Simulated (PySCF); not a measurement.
Frontier levels across methods

Species: C2H6FNSi.
SMILES with atom numbers: `[H]/[N:1]=[CH:2]\[CH2:3][SiH2:4][F:5]` (hydrogens: H6 on N1; H7 on C2; H8, H9 on C3; H10, H11 on Si4)

Geometry (PBE0-D3(BJ)/def2-SVP, Å), atoms numbered from 1 in this order:
```
atom  x, y, z in Å
N1    -1.8043    0.1443    1.2973
C2    -1.2501    0.5152    0.2187
C3    -0.3844   -0.2902   -0.7010
Si4    1.4368    0.0413   -0.3595
F5     2.3231   -0.7162   -1.4948
H6    -1.6125   -0.8500    1.4734
H7    -1.3832    1.5741   -0.0693
H8    -0.5683   -1.3706   -0.5763
H9    -0.5787   -0.0268   -1.7544
H10    1.8194   -0.5093    0.9692
H11    1.7278    1.4991   -0.4400
```

Basis pcSseg-2 throughout (PySCF), one geometry. Isolated species at its PBE0-D3(BJ)/def2-SVP geometry (one conformer only).

Problem. How do the orbital energies, the gap and the dipole change with the method?

Solution. 
```json
{"method": "BLYP", "kind": "GGA", "HOMO (eV)": "-6.25", "LUMO (eV)": "-1.65", "gap (eV)": "4.60", "μ (D)": "1.10", "SCF cycles": "16"}
{"method": "OPBE", "kind": "GGA", "HOMO (eV)": "-6.31", "LUMO (eV)": "-1.63", "gap (eV)": "4.68", "μ (D)": "1.07", "SCF cycles": "16"}
{"method": "PBE", "kind": "GGA", "HOMO (eV)": "-6.34", "LUMO (eV)": "-1.79", "gap (eV)": "4.55", "μ (D)": "1.09", "SCF cycles": "15"}
{"method": "B97-D", "kind": "GGA", "HOMO (eV)": "-6.36", "LUMO (eV)": "-1.66", "gap (eV)": "4.70", "μ (D)": "1.11", "SCF cycles": "16"}
{"method": "LDA", "kind": "LDA", "HOMO (eV)": "-6.43", "LUMO (eV)": "-2.05", "gap (eV)": "4.37", "μ (D)": "1.09", "SCF cycles": "15"}
{"method": "BP86", "kind": "GGA", "HOMO (eV)": "-6.45", "LUMO (eV)": "-1.86", "gap (eV)": "4.59", "μ (D)": "1.11", "SCF cycles": "15"}
{"method": "KT2", "kind": "GGA", "HOMO (eV)": "-6.54", "LUMO (eV)": "-1.81", "gap (eV)": "4.74", "μ (D)": "1.00", "SCF cycles": "16"}
{"method": "KT3", "kind": "GGA", "HOMO (eV)": "-6.55", "LUMO (eV)": "-1.73", "gap (eV)": "4.83", "μ (D)": "1.00", "SCF cycles": "16"}
{"method": "B97-2", "kind": "global hybrid", "HOMO (eV)": "-7.60", "LUMO (eV)": "-0.78", "gap (eV)": "6.82", "μ (D)": "1.07", "SCF cycles": "14"}
{"method": "B3LYP", "kind": "global hybrid", "HOMO (eV)": "-7.63", "LUMO (eV)": "-0.99", "gap (eV)": "6.64", "μ (D)": "1.08", "SCF cycles": "14"}
{"method": "PBE0", "kind": "global hybrid", "HOMO (eV)": "-7.87", "LUMO (eV)": "-0.75", "gap (eV)": "7.12", "μ (D)": "1.07", "SCF cycles": "13"}
{"method": "mPW1PW91", "kind": "global hybrid", "HOMO (eV)": "-7.90", "LUMO (eV)": "-0.75", "gap (eV)": "7.15", "μ (D)": "1.07", "SCF cycles": "13"}
{"method": "CAM-B3LYP", "kind": "range-separated hybrid", "HOMO (eV)": "-9.32", "LUMO (eV)": "0.36", "gap (eV)": "9.68", "μ (D)": "1.10", "SCF cycles": "13"}
{"method": "BHandHLYP", "kind": "global hybrid", "HOMO (eV)": "-9.33", "LUMO (eV)": "0.32", "gap (eV)": "9.65", "μ (D)": "1.07", "SCF cycles": "13"}
{"method": "wB97X-D", "kind": "range-separated hybrid", "HOMO (eV)": "-9.78", "LUMO (eV)": "1.08", "gap (eV)": "10.87", "μ (D)": "1.11", "SCF cycles": "14"}
{"method": "LC-wPBE", "kind": "range-separated hybrid", "HOMO (eV)": "-10.67", "LUMO (eV)": "1.56", "gap (eV)": "12.23", "μ (D)": "1.12", "SCF cycles": "13"}
{"method": "HF", "kind": "Hartree–Fock", "HOMO (eV)": "-11.41", "LUMO (eV)": "2.57", "gap (eV)": "13.97", "μ (D)": "1.13", "SCF cycles": "11"}
```

The HOMO spans 5.16 eV, from BLYP down to HF, and the gap runs from 4.37 eV (LDA) to 13.97 eV (HF). Over the methods BLYP (0 %), OPBE (0 %), PBE (0 %), B97-D (0 %), LDA (0 %), BP86 (0 %), KT2 (0 %), KT3 (0 %), B97-2 (21 %), B3LYP (20 %), PBE0 (25 %), mPW1PW91 (25 %), BHandHLYP (50 %), HF (100 %), a straight line through the gap against the share of exact exchange rises by 0.95 eV for each 10 % (correlation coefficient 0.999). The dipole ranges from 1.00 D (KT2) to 1.13 D (HF). This basis has no diffuse functions.
